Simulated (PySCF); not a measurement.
## Atomic charges against the basis set

C₄H₃BF₂O.
Cartesian coordinates in Å at the PBE0-D3(BJ)/def2-SVP level; atoms count from 1:
```xyz
11
C4H3BF2O angstrom
F      1.819    1.332    0.843
B      1.858    0.015    0.987
F      2.914   -0.485    1.604
C      0.730   -0.890    0.465
C     -0.330   -0.361   -0.154
C     -0.890    0.931   -0.571
C     -1.916    0.195   -1.041
O     -1.433   -1.060   -0.670
H      0.757   -1.976    0.583
H     -0.593    1.971   -0.510
H     -2.873    0.301   -1.552
```

PBE0 throughout (PySCF), one geometry, spherical d and f functions. Isolated species at its PBE0-D3(BJ)/def2-SVP geometry, gas phase. Atoms taken as equivalent share a column and are averaged. The first 7 of 10 kinds of atom are listed.

Mulliken charges (e):

```csv
basis,functions,F1/F3,B2,C4,C5,C6,C7,O8
STO-3G,43,-0.122,+0.362,-0.221,+0.109,-0.152,+0.020,-0.172
6-31G,78,-0.300,+0.718,-0.411,+0.257,-0.221,+0.144,-0.541
pcSseg-0,78,-0.319,+0.985,-0.657,+0.233,-0.286,+0.172,-0.633
6-31G*,118,-0.265,+0.647,-0.471,+0.445,-0.344,+0.151,-0.507
cc-pVDZ,127,-0.097,+0.238,-0.131,+0.264,-0.228,+0.215,-0.261
def2-SVP,127,-0.113,+0.238,-0.188,+0.242,-0.129,+0.199,-0.311
aug-cc-pVDZ,211,-0.407,+0.867,+0.488,+0.107,+0.822,+0.559,-0.690
"6-311+G(2d,p)",234,-0.339,+0.919,-0.743,+0.673,-0.250,+0.075,-0.407
def2-TZVP,266,-0.241,+0.547,-0.375,+0.302,-0.261,+0.076,-0.259
cc-pVTZ,282,-0.196,+0.363,-0.270,+0.292,-0.266,+0.061,-0.211
IGLO-III,310,-0.349,+0.845,-0.436,+0.309,-0.164,+0.085,-0.279
pcSseg-2,330,-0.339,+0.782,-0.344,+0.484,-0.288,+0.245,-0.378
```

IAO charges (e):

```json
{"basis": "STO-3G", "functions": "43", "F1/F3": "-0.161", "B2": "+0.450", "C4": "-0.319", "C5": "+0.144", "C6": "-0.233", "C7": "+0.008", "O8": "-0.177"}
{"basis": "6-31G", "functions": "78", "F1/F3": "-0.304", "B2": "+0.679", "C4": "-0.371", "C5": "+0.259", "C6": "-0.265", "C7": "+0.072", "O8": "-0.334"}
{"basis": "pcSseg-0", "functions": "78", "F1/F3": "-0.291", "B2": "+0.655", "C4": "-0.364", "C5": "+0.253", "C6": "-0.269", "C7": "+0.084", "O8": "-0.331"}
{"basis": "6-31G*", "functions": "118", "F1/F3": "-0.316", "B2": "+0.723", "C4": "-0.394", "C5": "+0.293", "C6": "-0.271", "C7": "+0.101", "O8": "-0.351"}
{"basis": "cc-pVDZ", "functions": "127", "F1/F3": "-0.312", "B2": "+0.706", "C4": "-0.395", "C5": "+0.296", "C6": "-0.274", "C7": "+0.099", "O8": "-0.345"}
{"basis": "def2-SVP", "functions": "127", "F1/F3": "-0.310", "B2": "+0.703", "C4": "-0.390", "C5": "+0.293", "C6": "-0.272", "C7": "+0.104", "O8": "-0.347"}
{"basis": "aug-cc-pVDZ", "functions": "211", "F1/F3": "-0.321", "B2": "+0.720", "C4": "-0.398", "C5": "+0.301", "C6": "-0.277", "C7": "+0.101", "O8": "-0.359"}
{"basis": "6-311+G(2d,p)", "functions": "234", "F1/F3": "-0.323", "B2": "+0.726", "C4": "-0.401", "C5": "+0.302", "C6": "-0.276", "C7": "+0.102", "O8": "-0.361"}
{"basis": "def2-TZVP", "functions": "266", "F1/F3": "-0.326", "B2": "+0.733", "C4": "-0.402", "C5": "+0.303", "C6": "-0.277", "C7": "+0.103", "O8": "-0.361"}
{"basis": "cc-pVTZ", "functions": "282", "F1/F3": "-0.324", "B2": "+0.732", "C4": "-0.403", "C5": "+0.303", "C6": "-0.277", "C7": "+0.102", "O8": "-0.358"}
{"basis": "IGLO-III", "functions": "310", "F1/F3": "-0.325", "B2": "+0.731", "C4": "-0.402", "C5": "+0.302", "C6": "-0.278", "C7": "+0.102", "O8": "-0.361"}
{"basis": "pcSseg-2", "functions": "330", "F1/F3": "-0.326", "B2": "+0.733", "C4": "-0.402", "C5": "+0.302", "C6": "-0.278", "C7": "+0.103", "O8": "-0.361"}
```

Hirshfeld charges (e):

```json
{"basis": "STO-3G", "functions": "43", "F1/F3": "-0.066", "B2": "+0.201", "C4": "-0.120", "C5": "+0.071", "C6": "-0.099", "C7": "+0.043", "O8": "-0.097"}
{"basis": "6-31G", "functions": "78", "F1/F3": "-0.136", "B2": "+0.279", "C4": "-0.138", "C5": "+0.096", "C6": "-0.096", "C7": "+0.055", "O8": "-0.152"}
{"basis": "pcSseg-0", "functions": "78", "F1/F3": "-0.135", "B2": "+0.284", "C4": "-0.141", "C5": "+0.094", "C6": "-0.099", "C7": "+0.055", "O8": "-0.135"}
{"basis": "6-31G*", "functions": "118", "F1/F3": "-0.131", "B2": "+0.276", "C4": "-0.144", "C5": "+0.096", "C6": "-0.097", "C7": "+0.057", "O8": "-0.140"}
{"basis": "cc-pVDZ", "functions": "127", "F1/F3": "-0.126", "B2": "+0.267", "C4": "-0.154", "C5": "+0.093", "C6": "-0.099", "C7": "+0.054", "O8": "-0.117"}
{"basis": "def2-SVP", "functions": "127", "F1/F3": "-0.132", "B2": "+0.281", "C4": "-0.155", "C5": "+0.097", "C6": "-0.101", "C7": "+0.057", "O8": "-0.125"}
{"basis": "aug-cc-pVDZ", "functions": "211", "F1/F3": "-0.140", "B2": "+0.299", "C4": "-0.157", "C5": "+0.088", "C6": "-0.097", "C7": "+0.055", "O8": "-0.133"}
{"basis": "6-311+G(2d,p)", "functions": "234", "F1/F3": "-0.146", "B2": "+0.308", "C4": "-0.155", "C5": "+0.086", "C6": "-0.095", "C7": "+0.057", "O8": "-0.135"}
{"basis": "def2-TZVP", "functions": "266", "F1/F3": "-0.143", "B2": "+0.301", "C4": "-0.155", "C5": "+0.090", "C6": "-0.097", "C7": "+0.056", "O8": "-0.131"}
{"basis": "cc-pVTZ", "functions": "282", "F1/F3": "-0.140", "B2": "+0.297", "C4": "-0.156", "C5": "+0.091", "C6": "-0.098", "C7": "+0.055", "O8": "-0.127"}
{"basis": "IGLO-III", "functions": "310", "F1/F3": "-0.143", "B2": "+0.306", "C4": "-0.157", "C5": "+0.089", "C6": "-0.097", "C7": "+0.055", "O8": "-0.133"}
{"basis": "pcSseg-2", "functions": "330", "F1/F3": "-0.144", "B2": "+0.307", "C4": "-0.156", "C5": "+0.091", "C6": "-0.097", "C7": "+0.056", "O8": "-0.133"}
```

ESP-fitted charges (e):

```tsv
basis	functions	F1/F3	B2	C4	C5	C6	C7	O8
STO-3G	43	-0.190	+0.625	-0.647	+0.578	-0.533	+0.175	-0.289
6-31G	78	-0.372	+0.994	-0.843	+0.765	-0.708	+0.267	-0.465
pcSseg-0	78	-0.383	+1.052	-0.903	+0.802	-0.766	+0.283	-0.481
6-31G*	118	-0.272	+0.728	-0.654	+0.565	-0.598	+0.166	-0.337
cc-pVDZ	127	-0.274	+0.722	-0.632	+0.537	-0.604	+0.175	-0.315
def2-SVP	127	-0.295	+0.787	-0.685	+0.604	-0.643	+0.208	-0.354
aug-cc-pVDZ	211	-0.300	+0.798	-0.734	+0.650	-0.680	+0.199	-0.360
6-311+G(2d,p)	234	-0.316	+0.847	-0.760	+0.636	-0.664	+0.176	-0.349
def2-TZVP	266	-0.312	+0.837	-0.757	+0.643	-0.669	+0.185	-0.346
cc-pVTZ	282	-0.304	+0.815	-0.732	+0.616	-0.651	+0.178	-0.334
IGLO-III	310	-0.310	+0.829	-0.746	+0.629	-0.651	+0.178	-0.347
pcSseg-2	330	-0.324	+0.874	-0.794	+0.682	-0.688	+0.206	-0.368
```

Some averages cover members that differ in this geometry, most widely: F1/F3, Mulliken in aug-cc-pVDZ -0.476 to -0.338; F1/F3, Mulliken in 6-311+G(2d,p) -0.406 to -0.273 e.

Q: Which scheme is steadiest as the basis changes?

A: Largest range over the bases for any column: Hirshfeld 0.11 e, IAO 0.28 e, ESP-fitted 0.43 e, Mulliken 1.23 e. Hirshfeld charges move least and Mulliken charges most, counted in e. Without the minimal STO-3G basis the ranges are Hirshfeld 0.04, IAO 0.08, ESP-fitted 0.33, Mulliken 1.23 e.

Q: How much do the charges still move between the two largest bases, IGLO-III and pcSseg-2?

A: At most, over all atoms: Mulliken 0.175 e, IAO 0.002 e, Hirshfeld 0.002 e, ESP-fitted 0.053 e.

Q: What do the same runs give for the total energy, the frontier levels and the dipole moment?

A: 
| basis | energy (Eh) | HOMO (eV) | LUMO (eV) | μ (D) |
| --- | --- | --- | --- | --- |
| STO-3G | -447.4708 | -4.41 | 1.14 | 0.81 |
| 6-31G | -453.4068 | -7.31 | -2.00 | 2.35 |
| pcSseg-0 | -452.5045 | -7.60 | -2.28 | 2.26 |
| 6-31G* | -453.5373 | -7.05 | -1.62 | 2.15 |
| cc-pVDZ | -453.5731 | -7.18 | -1.81 | 2.24 |
| def2-SVP | -453.2091 | -7.31 | -1.94 | 2.22 |
| aug-cc-pVDZ | -453.6005 | -7.38 | -2.05 | 2.34 |
| 6-311+G(2d,p) | -453.6877 | -7.40 | -2.06 | 2.40 |
| def2-TZVP | -453.7327 | -7.37 | -2.00 | 2.36 |
| cc-pVTZ | -453.7132 | -7.33 | -1.95 | 2.34 |
| IGLO-III | -453.7385 | -7.38 | -2.04 | 2.35 |
| pcSseg-2 | -453.7303 | -7.41 | -2.06 | 2.38 |

The dipole is fixed by the density alone, so its range of 1.59 D shows that the density itself changes with the basis, not only its division among atoms.
